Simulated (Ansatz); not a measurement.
Reaction (ligand exchange at the Si–Br bond): `N[Si](N)(O)Br` + HCl → `N[Si](N)(O)Cl` + HBr

Gas-phase electronic energies from Ansatz, PBE0-D4/def2-TZVP geometries. CCSD(T)/CBS is the MP2 limit (def2-TZVPP, def2-QZVPP) plus CCSD(T) − MP2 in def2-TZVPP, frozen cores. This one scheme is used for every species. DFT in def2-TZVPP. For Br outer-core shells are correlated without core-valence functions, which leaves a few kJ/mol of doubt a bond. Scalar relativity is left out up to krypton. Each species was taken in one conformer, which may not be the lowest.

Problem. Is it downhill or uphill in electronic energy at CCSD(T)/CBS, and by how much? (Estimate.)

Solution. Ansatz gave: Downhill: ΔE = -0.8 kcal/mol.

Problem. What do these levels give: revPBE-D4, r2SCANh-D4, BHLYP-D4, PBE, HF/def2-TZVPP, CCSD/def2-TZVPP? (Estimate.)

Solution. Ansatz gave: revPBE-D4 -1.1, r2SCANh-D4 -1.4, BHLYP-D4 -1.3, PBE -1.2, HF/def2-TZVPP -1.9, CCSD/def2-TZVPP -1.3 kcal/mol.

Problem. What do rigid-rotor, harmonic-oscillator terms from PBE0-D4/def2-TZVP frequencies (298.15 K, 1 bar) make of the CCSD(T)/CBS value? (Estimate.)

Solution. Ansatz gave: ΔZPE = -0.2 kcal/mol, ΔH = -1.2 kcal/mol, ΔS = 0 J/(mol·K), ΔG = -1.2 kcal/mol.

Largest T1 diagnostic among the species: 0.010.

At CCSD(T), def2-SVP lies −1.2 kcal/mol from the extrapolated value and def2-TZVPP −0.4 kcal/mol. Leaving LDA and LC-ωPBE aside and taking each functional with its dispersion term where it has one, the values, not all of them listed here, spread over 1.4 kcal/mol, from B97M-V to HSE06-D4.
